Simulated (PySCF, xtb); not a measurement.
Al(AsH2)2(OH) (AlAs₂H₅O), SMILES [OH][Al]([AsH2])[AsH2].

GFN2-xTB (xtb) at its own geometry gives an orbital gap of 3.01 eV and a dipole moment of 1.59 D.

Coordinates come from a B3LYP-D3(BJ)/def2-SVP optimisation. Other conformers were not sampled.

Task: What does PBE0/def2-TZVP (PySCF) give? (Estimate from the structure and the level; the computed values follow.)

Result: gap 5.86 eV (levels -6.78 and -0.92 eV), dipole 1.25 D.
